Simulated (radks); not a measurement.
Results of a calculation; reference values are marked as such.
All-electron atom: Er II in [Xe] 4f12 6s1 (the NIST ground configuration).

Level of theory: scalar-relativistic Kohn-Sham, PBEsol, spin-polarised, spherical densities, point nucleus; open shells are filled with parallel spins first (spin-orbit coupling, left out, can overturn this in heavy ions) (a radial shooting solver on a logarithmic mesh with Libxc functionals).

Energy parts (hartree):
part                       energy
total                 -13081.9826
kinetic                14183.9246
electron-nucleus      -32096.4652
Hartree                 5103.8851
exchange-correlation    -273.3271

Orbitals (lengths in bohr, moments of r in powers of bohr; r(90%) holds 90 % of the orbital's charge):
| orbital | occ. | eigenvalue (hartree) | <r^4> | <r^2> | r(90%) | <r> |
|---|---|---|---|---|---|---|
| 1s up | 1 | -2107.973 | 8.646e-07 | 0.0005680 | 0.0369 | 0.02037 |
| 1s down | 1 | -2107.972 | 8.646e-07 | 0.0005680 | 0.0369 | 0.02037 |
| 2s up | 1 | -354.3390 | 0.0001344 | 0.008837 | 0.134 | 0.08648 |
| 2s down | 1 | -354.3378 | 0.0001344 | 0.008837 | 0.134 | 0.08648 |
| 2p up | 3 | -313.4448 | 0.0001022 | 0.007189 | 0.125 | 0.07673 |
| 2p down | 3 | -313.4439 | 0.0001022 | 0.007189 | 0.125 | 0.07673 |
| 3s up | 1 | -79.58348 | 0.005084 | 0.05808 | 0.331 | 0.2254 |
| 3s down | 1 | -79.55194 | 0.005079 | 0.05805 | 0.330 | 0.2254 |
| 3p up | 3 | -67.14645 | 0.005371 | 0.05847 | 0.336 | 0.2246 |
| 3p down | 3 | -67.11499 | 0.005364 | 0.05844 | 0.336 | 0.2245 |
| 3d up | 5 | -51.57546 | 0.004214 | 0.04877 | 0.317 | 0.2039 |
| 3d down | 5 | -51.55125 | 0.004207 | 0.04873 | 0.317 | 0.2038 |
| 4s up | 1 | -15.90725 | 0.1238 | 0.2917 | 0.730 | 0.5082 |
| 4s down | 1 | -15.84207 | 0.1239 | 0.2917 | 0.730 | 0.5083 |
| 4p up | 3 | -11.81684 | 0.1641 | 0.3309 | 0.785 | 0.5392 |
| 4p down | 3 | -11.75262 | 0.1643 | 0.3310 | 0.785 | 0.5393 |
| 4d up | 5 | -6.34086 | 0.2566 | 0.3959 | 0.878 | 0.5838 |
| 4d down | 5 | -6.27765 | 0.2576 | 0.3964 | 0.879 | 0.5842 |
| 4f up | 7 | -0.38343 | 3.155 | 0.9305 | 1.44 | 0.8210 |
| 4f down | 5 | -0.32725 | 3.495 | 0.9677 | 1.47 | 0.8338 |
| 5s up | 1 | -2.16615 | 4.680 | 1.764 | 1.81 | 1.251 |
| 5s down | 1 | -2.13312 | 4.731 | 1.775 | 1.82 | 1.255 |
| 5p up | 3 | -1.22601 | 10.31 | 2.541 | 2.21 | 1.492 |
| 5p down | 3 | -1.19920 | 10.31 | 2.547 | 2.21 | 1.495 |
| 6s up | 1 | -0.34788 | 313.1 | 14.42 | 5.20 | 3.582 |
| 6s down | 0 | -0.30904 | 312.5 | 14.35 | 5.19 | 3.570 |

The highest occupied level is 4f down at -8.905 eV. Spin moment in Bohr magnetons: 3. The density falls to 0.001 e/bohr^3 at r = 4.37 bohr. For comparison, the ionisation energy in NIST's Atomic Spectra Database is 11.92 eV (semi-empirical). In exact Kohn-Sham theory the highest level is minus the ionisation energy, but local and semilocal functionals leave it too shallow, through self-interaction and a potential that decays too fast; potentials with the right tail come closer.
